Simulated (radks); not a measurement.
Coulomb parameter of the 4d shell of the silver ion Ag3+ in the model configuration [Kr] 4d7 5s1, as a second difference U = [E(n + 0.5) + E(n - 0.5) - 2 E(n)] / (0.5)^2 with all orbitals relaxed. "Bare": the charge of the atom changes with n. "Screened": the 5s shell takes up the change at fixed total charge, which measures U(4d,4d) + U(5s,5s) - 2 U(4d,5s). All-electron calculation, scalar-relativistic Kohn-Sham, PBEsol, spin-unpolarised, spherical densities, finite nucleus; Fermi nuclear charge, rms radius 4.5454 fm. Program: a radial shooting solver on a logarithmic mesh with Libxc functionals.

case,configuration,E - E(n) (eV)
start,[Kr] 4d7 5s1,0.000
bare +0.5,[Kr] 4d7.5 5s1,-22.144
bare -0.5,[Kr] 4d6.5 5s1,26.112
screened +0.5,[Kr] 4d7.5 5s0.5,-7.092
screened -0.5,[Kr] 4d6.5 5s1.5,7.708

U(bare) = 15.872 eV, U(screened by 5s) = 2.464 eV, against the Slater integral F0(4d,4d) = 20.234 eV with frozen orbitals.
